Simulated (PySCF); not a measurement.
## Ionisation energy of Ba⁺ by level of theory

Ba⁺ [Xe] 6s1 (2S) → Ba²⁺ [Xe] (1S), as a difference of total energies. Computed with PySCF 2.14 in def2-QZVPPD with the def2 core potential (46 electrons), with a scalar-relativistic core potential. Correlated levels: valence and next inner shell: nothing frozen outside the core potential. The calculations carry no spin-orbit coupling.

```tsv
method	ionisation energy (eV)
UHF	9.337
MP2 (valence and next inner shell)	9.828
SCS-MP2 (valence and next inner shell)	9.731
CCSD (valence and next inner shell)	9.788
CCSD(T) (valence and next inner shell)	9.823
```

Question: How much does correlation contribute at CCSD(T) (valence and next inner shell)?

Answer: 9.823 − (9.337) = 0.486 eV, measured against UHF.

Errors of the correlated levels include the incompleteness of this basis.

For comparison: 10.004 eV (measured; NIST Atomic Spectra Database, ionization energies).
